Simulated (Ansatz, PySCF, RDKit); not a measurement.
Noncovalent pair: H2O (SMILES O) (first 3 atoms) with GeH4 (SMILES [GeH4]); geometry from B3LYP-D3(BJ)/def2-TZVP, rigid monomers moved along the line of their centres of mass till O1···Ge4 is 2.95 Å.
(charge 0, multiplicity 1):
```
atom    x (Å)    y (Å)   z (Å)
----  -------  -------  ------
O      0.2621  -0.1240  0.4007
H     -0.6530   0.0334  0.1450
H      0.7021   0.7273  0.3054
Ge    -0.1270  -0.0505  3.3215
H     -0.3569   0.0333  4.8430
H     -0.5567   1.2875  2.6982
H     -0.9801  -1.1900  2.7515
H      1.3611  -0.3008  3.0531
```

Interaction energies are E(AB) − E(A) − E(B) at the monomers' geometry in the complex; basis-set methods are counterpoise corrected. Rows marked so take none. RDKit's UFF carries no charges.

Correlated levels freeze the cores. Filled d and f shells under p-block atoms count as core. CBS(a, b) extrapolates the correlation energy as X⁻³ and adds the Hartree–Fock energy of set b. Rows in 6-31G* carry no dispersion term and start afresh at each structure (6-31G* with six Cartesian d functions); the Pople sets are all-electron and without relativity.

Codes used: Ansatz (a quantum-chemistry and plane-wave program) with Gaussian orbitals; PySCF for 6-31G* rows, the dispersion terms; RDKit for the force fields. Values without a source in brackets are computed.

| level | interaction energy (kcal/mol) |
|---|---|
| UFF | 2.02 |
| BP86/6-31G* (no counterpoise) | -1.61 |
| B3LYP/6-31G* (no counterpoise) | -1.87 |
| B3LYP-D3(BJ)/def2-TZVPPD | -0.30 |
| MP2/CBS(aug-cc-pVDZ, aug-cc-pVTZ) | -0.47 |
| SCS-MP2/aug-cc-pVDZ | 0.62 |
| CCSD/aug-cc-pVDZ | 0.40 |
| CCSD(T)/aug-cc-pVTZ | ___ |
| CCSD(T)/CBS(aug-cc-pVDZ, aug-cc-pVTZ) | ___ |

Problem. Some entries are withheld; supply them.

Solution. 
- CCSD(T)/aug-cc-pVTZ, interaction energy (kcal/mol): -0.39
- CCSD(T)/CBS(aug-cc-pVDZ, aug-cc-pVTZ), interaction energy (kcal/mol): -0.60
